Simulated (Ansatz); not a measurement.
Consider the atomization: `[CH3][In]([F])[GeH3]` → C• + F• + Ge• + 6 H• + In•.

Calculated with Ansatz (gas phase, PBE0-D4/def2-TZVP geometries, no zero-point term in ΔE). CCSD(T)/CBS is the MP2 limit (def2-TZVPP, def2-QZVPP) plus CCSD(T) − MP2 in def2-TZVPP, frozen cores. This one scheme is used for every species, atoms too. Functionals use def2-TZVPP. HSE06 is defined as in plane-wave codes. No spin–orbit coupling; open shells (•) take unrestricted orbitals. Spin–orbit coupling would lower the free atoms: a little for C, F; clearly for Ge; strongly for In. Elements past krypton have def2 core potentials. For Ge, In outer-core shells are correlated without core-valence functions, so the limit isn't a true one: a few kJ/mol of doubt a bond, and 10 to 20 or more in all where bonds break to atoms. Scalar relativity is left out up to krypton.

```json
{"level": "LDA (SPW92)", "ΔE (kcal/mol)": "814.5", "difference from CCSD(T)/CBS": "90.2"}
{"level": "revPBE-D4", "ΔE (kcal/mol)": "702.6", "difference from CCSD(T)/CBS": "-21.7"}
{"level": "BLYP-D4", "ΔE (kcal/mol)": "708.5", "difference from CCSD(T)/CBS": "-15.8"}
{"level": "B97M-V", "ΔE (kcal/mol)": "722.8", "difference from CCSD(T)/CBS": "-1.5"}
{"level": "ωB97X-V", "ΔE (kcal/mol)": "723.4", "difference from CCSD(T)/CBS": "-0.9"}
{"level": "ωB97M-V", "ΔE (kcal/mol)": "716.8", "difference from CCSD(T)/CBS": "-7.5"}
{"level": "r2SCAN", "ΔE (kcal/mol)": "719.7", "difference from CCSD(T)/CBS": "-4.6"}
{"level": "HSE06", "ΔE (kcal/mol)": "708.4", "difference from CCSD(T)/CBS": "-15.9"}
{"level": "BHLYP", "ΔE (kcal/mol)": "692.0", "difference from CCSD(T)/CBS": "-32.3"}
{"level": "HF/def2-SVP", "ΔE (kcal/mol)": "525.2", "difference from CCSD(T)/CBS": "-199.1"}
{"level": "CCSD/def2-SVP", "ΔE (kcal/mol)": "672.1", "difference from CCSD(T)/CBS": "-52.2"}
{"level": "MP2/def2-TZVPP", "ΔE (kcal/mol)": "708.5", "difference from CCSD(T)/CBS": "-15.8"}
{"level": "SCS-MP2/def2-TZVPP", "ΔE (kcal/mol)": "706.8", "difference from CCSD(T)/CBS": "-17.5"}
{"level": "CCSD/def2-TZVPP", "ΔE (kcal/mol)": "698.0", "difference from CCSD(T)/CBS": "-26.3"}
{"level": "HF/CBS(def2)", "ΔE (kcal/mol)": "527.1", "difference from CCSD(T)/CBS": "-197.2"}
{"level": "MP2/CBS(def2)", "ΔE (kcal/mol)": "725.4", "difference from CCSD(T)/CBS": "1.1"}
{"level": "CCSD(T)/CBS", "ΔE (kcal/mol)": "724.3", "difference from CCSD(T)/CBS": "0"}
```

Largest T1 diagnostic among the species: 0.015.

From r2SCAN to r2SCAN0 (25 % exact exchange), in def2-TZVPP and without D4, ΔE moves by −10.5 kcal/mol: exact exchange takes away binding that semilocal exchange gives to molecules. In def2-TZVPP, CCSD(T) changes the Hartree–Fock value by +181.6 kcal/mol (the triples alone add +9.4 kcal/mol) and MP2 by +182.8 kcal/mol; breaking electron pairs costs correlation energy, which Hartree–Fock lacks.

For atomizations the MP2-based limit and the directly extrapolated one differ by several kJ/mol either way, and by 10 to 25 for some Ge, Se and Sn compounds, so smaller differences from it don't rank the levels.
